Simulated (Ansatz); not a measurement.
Program: Ansatz. Geometries: PBE0-D4/def2-TZVP. ΔE: electronic, gas phase. CBS: MP2 limit from def2 TZ/QZ plus the TZ coupled-cluster correction, frozen cores. Functionals use def2-TZVPP. B3LYP here is the variant with VWN-RPA as its local correlation; programs differ in this. def2 core potentials past Kr. For In outer-core shells are correlated without core-valence functions, which leaves a few kJ/mol of doubt a bond. One conformer a species, not always the lowest.

Consider the ligand exchange at the Si–O bond: `[F][In]([SH])[O][SiH3]` + `CBS` → `CBS[SiH3]` + `[OH][In]([F])[SH]`.

`[F][In]([SH])[O][SiH3]`:

```xyz
9

F     1.263   -0.251   -1.984
In    0.984   -0.855   -0.158
S     2.320   -2.551    0.746
O    -0.468    0.093    0.742
Si   -1.526    1.279    0.347
H     3.017   -2.666   -0.400
H    -2.404    0.865   -0.782
H    -0.817    2.527   -0.048
H    -2.370    1.559    1.538
```

`CBS`:

```xyz
8

C    -0.192   -0.239    1.058
B    -0.110    0.278   -0.409
S     1.064   -0.446   -1.538
H    -1.210   -0.585    1.269
H    -0.020    0.593    1.750
H     0.504   -1.043    1.306
H    -0.817    1.156   -0.808
H     0.782    0.286   -2.628
```

`CBS[SiH3]`:

Cartesian coordinates in Å:
```
C -0.066 0.988 1.990
B 0.088 0.438 0.542
S -0.707 -1.093 0.055
Si -0.057 -1.184 -1.991
H 0.926 1.109 2.442
H -0.680 0.376 2.653
H -0.489 1.999 1.953
H 0.741 1.029 -0.272
H -0.542 0.002 -2.739
H -0.637 -2.417 -2.577
H 1.423 -1.246 -2.059
```

`[OH][In]([F])[SH]`:

Z-matrix (Å, degrees):
```
In
F 1 1.952
S 1 2.344 2 118.1
O 1 1.963 2 112.4 3 180.0
H 3 1.346 1 91.4 2 -0.1
H 4 0.962 1 110.9 2 0.1
```

```tsv
level	ΔE (kcal/mol)
B3LYP-D4	11.7
PBE	7.8
B3LYP	12.4
HF/def2-TZVPP	17.3
CCSD/def2-TZVPP	13.4
CCSD(T)/def2-TZVPP	12.6
HF/def2-QZVPP	17.8
MP2/CBS(def2)	11.0
```

Task: What does CCSD(T)/CBS give? (Estimate.)

Result: Computed: +11.7 kcal/mol. The listed levels differ from it by 0.0, -3.9, 0.7, 5.6, 1.7, 0.9, 6.1, -0.7 kcal/mol.

Largest T1 diagnostic among the species: 0.016.

In def2-TZVPP, CCSD(T) changes the Hartree–Fock value by −4.8 kcal/mol (the triples alone add −0.9 kcal/mol) and MP2 by −5.5 kcal/mol. From PBE to PBE0 (25 % exact exchange), in def2-TZVPP and without D4, ΔE moves by +1.5 kcal/mol.
